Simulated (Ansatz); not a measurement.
`[CH3][Hf]12345678([Cl])([C@H]9[C@@H]1[C@@H]2[C@@H]3[C@H]94)[C@H]1[C@@H]5[C@@H]6[C@@H]7[C@H]18` and `[CH3][Zr]12345678([Cl])([C@H]9[C@@H]1[C@@H]2[C@@H]3[C@H]94)[C@H]1[C@@H]5[C@@H]6[C@@H]7[C@H]18` differ in one element.

Ansatz, PBE0-D4/def2-TZVP geometries, multiplicity 1. 

Elements past krypton have def2 core potentials.

```csv
property,`[CH3][Hf]12345678([Cl])([C@H]9[C@@H]1[C@@H]2[C@@H]3[C@H]94)[C@H]1[C@@H]5[C@@H]6[C@@H]7[C@H]18`
HOMO–LUMO gap (PBE/def2-TZVPP) / eV,3.83
LUMO energy (PBE/def2-TZVPP) / eV,-2.00
HOMO–LUMO gap (PBE0/def2-TZVPP) / eV,5.74
HOMO energy (B3LYP/def2-TZVPP) / eV,-6.63
LUMO energy (B3LYP/def2-TZVPP) / eV,-1.31
size of the dipole moment (B3LYP/def2-TZVPP) / D,3.27
```

Problem. Give the same properties after the change, and the shifts. (An estimate is asked.)

Solution. Computed: 
| property | `[CH3][Zr]12345678([Cl])([C@H]9[C@@H]1[C@@H]2[C@@H]3[C@H]94)[C@H]1[C@@H]5[C@@H]6[C@@H]7[C@H]18` | shift |
| --- | --- | --- |
| HOMO–LUMO gap (PBE/def2-TZVPP) / eV | 3.58 | -0.25 |
| LUMO energy (PBE/def2-TZVPP) / eV | -2.27 | -0.27 |
| HOMO–LUMO gap (PBE0/def2-TZVPP) / eV | 5.49 | -0.25 |
| HOMO energy (B3LYP/def2-TZVPP) / eV | -6.65 | -0.02 |
| LUMO energy (B3LYP/def2-TZVPP) / eV | -1.58 | -0.27 |
| size of the dipole moment (B3LYP/def2-TZVPP) / D | 3.39 | 0.12 |

Dipoles are sizes alone; their direction can turn.

B3LYP here is the variant with VWN-RPA as its local correlation; programs differ in this.

Positive LUMOs are unbound, so they and the gaps depend on the basis.
